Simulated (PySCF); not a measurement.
C$_{6}$H$_{9}$ClSi: full NMR table

```yaml
Formula: C6H9ClSi
SMILES: CC#C[SiH2]C/C=C/Cl
InChI: InChI=1S/C6H9ClSi/c1-2-5-8-6-3-4-7/h3-4H,6,8H2,1H3/b4-3+
Point_group_of_the_computed_structure: C1
Degrees_of_unsaturation: 3
Carbon_signals: 6
Proton_signals: 5
```

Atoms are numbered as in `[CH3:1][C:2]#[C:3][SiH2:4][CH2:5]/[CH:6]=[CH:7]/[Cl:8]` (H(Xn): hydrogen on atom n).

PySCF calculation with GFN2-xTB structure and PBE0/pcSseg-1 with gauge-including orbitals; one computed conformer, gas phase, fast rotation and ring inversion assumed for equivalent nuclei, no relativistic terms.

Referencing at the same level of theory: $^{1}$H (σref 31.72) and $^{13}$C (σref 186.93) and $^{29}$Si (σref 349.16) vs TMS.

| carbon | δC, type | δH (multiplicity) | HMBC from (2–3 bonds) | span of the C tensor (ppm) |
| --- | --- | --- | --- | --- |
| C1 | 6.0, CH3 | 2.10 (s) | – | 25 |
| C2 | 116.2, C | – | H(Si4), H(C1) | 293 |
| C3 | 80.4, C | – | H(Si4), H(C1), H(C5) | 245 |
| C5 | 21.0, CH2 | 1.73 (m) | H(C7), H(C6), H(Si4) | 30 |
| C6 | 137.0, CH | 6.01 (m) | H(C7), H(Si4), H(C5) | 207 |
| C7 | 129.0, CH | 6.01 (m) | H(C6), H(C5) | 158 |

Other nuclei:
| atoms | nucleus | environment | δ (ppm) | σ (ppm) |
| --- | --- | --- | --- | --- |
| H(Si4) | $^{1}$H | hydrogen on a silicon bonded to 2 C | 4.40 | 27.32 |
| Si4 | $^{29}$Si | silicon bonded to 2 C, 2 H | -68.1 | 417.3 |

Carbon types of the structure: 2 × C, 2 × CH, 1 × CH2, 1 × CH3, leaving 2 H on heteroatoms. δC 137.0, 129.0: alkene CH; as expected for a trigonal carbon in a double bond. δC 116.2, 80.4: alkyne carbon. δC 6.0: propargylic methyl carbon; aliphatic region, no heteroatom directly attached. δH 6.01, 6.01: hydrogen on an alkene CH; a vinylic proton, deshielded by the sp2 carbon and the C=C anisotropy. δH 1.73: hydrogen on an allylic sp3 CH2 bonded to Si; allylic position.

Carbons that carry Cl, above all several Cl atoms, come out too deshielded, partly because spin–orbit coupling is missing. Shifts are as computed. Against solution values, carbons near 30 ppm lie about +3 ppm off and those near 130 ppm about +5 ppm; carbons on Cl a further +6 ppm. Of 1211 compounds with measured shifts, 218 miss one by over three times the rms of a fit or turn the order of signals round; such compounds aren't used in these exercises. Multiplicities follow the n + 1 count of equivalent neighbours, as no J values were calculated; m marks all less simple cases, F and P coupling included.
